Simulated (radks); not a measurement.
Values are calculated unless marked as measured or tabulated.
Q: Mean orbital radii <r> (bohr) of the samarium ion Sm41+, [Ar] 3d3, of relativity; Dirac values are averaged over j with weights 2j + 1. Spin-unpolarised spherical Kohn-Sham, PBE, point nucleus unless stated (finite: rms radius 5.0819 fm), a radial shooting solver on a logarithmic mesh with Libxc functionals. A level marked "c x" has the speed of light scaled by that factor and shares open shells by 2j + 1; other Dirac levels either fill j = l - 1/2 first or share by 2j + 1.

| shell | non-rel. |
|---|---|
| 1s | 0.02447 |
| 2s | 0.1036 |
| 2p | 0.08786 |
| 3s | 0.2535 |
| 3p | 0.2414 |
| 3d | 0.2103 |
| 4s (empty) | 0.4813 |
| 4p (empty) | 0.4744 |

Give the values at the level "Dirac, low j first".

A: 
shell       Dirac, low j first  change of magnitude (%)
1s                     0.02274                    -7.09
2s                     0.09581                    -7.48
2p                     0.08446                    -3.87
3s                      0.2395                    -5.53
3p                      0.2344                    -2.88
3d                      0.2090                    -0.66
4s (empty)              0.4612                    -4.18
4p (empty)              0.4641                    -2.19
